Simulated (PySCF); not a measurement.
C₈H₇Cl.
Atom-mapped SMILES: `[Cl:1][C:2]1=[CH:3]/[CH:4]=[CH:5]\[CH:6]=[CH:7]/[CH:8]=[CH:9]\1` (hydrogens: H10 on C3; H11 on C4; H12 on C5; H13 on C6; H14 on C7; H15 on C8; H16 on C9)

Structure optimised with GFN2-xTB, isolated species.

Problem. What internal coordinates does the optimisation give?

Solution. 
```json
{"bond": "Cl1–C2", "length (Å)": "1.746", "order": "single"}
{"bond": "C2=C3", "length (Å)": "1.327", "order": "double"}
{"bond": "C3–C4", "length (Å)": "1.465", "order": "single"}
{"bond": "C4=C5", "length (Å)": "1.328", "order": "double"}
{"bond": "C5–C6", "length (Å)": "1.465", "order": "single"}
{"bond": "C6=C7", "length (Å)": "1.328", "order": "double"}
{"bond": "C7–C8", "length (Å)": "1.464", "order": "single"}
{"bond": "C8=C9", "length (Å)": "1.328", "order": "double"}
{"bond": "C2–C9", "length (Å)": "1.466", "order": "single"}
{"bond": "C3–H10", "length (Å)": "1.083", "order": "single"}
{"bond": "C4–H11", "length (Å)": "1.084", "order": "single"}
{"bond": "C5–H12", "length (Å)": "1.084", "order": "single"}
{"bond": "C6–H13", "length (Å)": "1.084", "order": "single"}
{"bond": "C7–H14", "length (Å)": "1.084", "order": "single"}
{"bond": "C8–H15", "length (Å)": "1.084", "order": "single"}
{"bond": "C9–H16", "length (Å)": "1.083", "order": "single"}
```

Orders are formal, as drawn. A selection of angles:
```json
{"angle": "Cl1–C2–C3", "degrees": "119.7"}
{"angle": "Cl1–C2–C9", "degrees": "112.6"}
{"angle": "C3–C2–C9", "degrees": "127.6"}
{"angle": "C2–C3–C4", "degrees": "124.2"}
{"angle": "C3–C4–C5", "degrees": "125.5"}
{"angle": "C4–C5–C6", "degrees": "126.1"}
{"angle": "C5–C6–C7", "degrees": "126.3"}
{"angle": "C6–C7–C8", "degrees": "125.7"}
{"angle": "C7–C8–C9", "degrees": "125.8"}
{"angle": "C2–C9–C8", "degrees": "124.8"}
```

Torsions: Cl1–C2–C3–C4 -178° (antiperiplanar); C2–C3–C4–C5 -58° (synclinal); C3–C4–C5–C6 0° (synperiplanar); C4–C5–C6–C7 59° (synclinal); C5–C6–C7–C8 0° (synperiplanar); C6–C7–C8–C9 -57° (synclinal); C7–C8–C9–C2 -2° (synperiplanar); Cl1–C2–C9–C8 -122° (anticlinal). The mirror-image conformer, all signs reversed, is as good.

The C–C distances run from 1.327 Å (C2=C3, drawn double) to 1.466 Å (C2–C9, drawn single), a spread of 0.139 Å. Of the pairs four or more bonds apart, C2···C6 is among the closest relative to their van der Waals radii: 3.29 Å, 97 % of the sum of Bondi's values. The 8-membered ring C2–C3–C4–C5–C6–C7–C8–C9 has internal angles of 124.2° to 127.6°; it is puckered, 0.41 Å rms from its mean plane, widest ring torsion 61°.

Point group: C1 (no symmetry element, even within 0.4 Å). No GFN2-xTB frequencies stand behind this structure, so it isn't proved a minimum. The numbers are those of one conformer.

These are computed values.
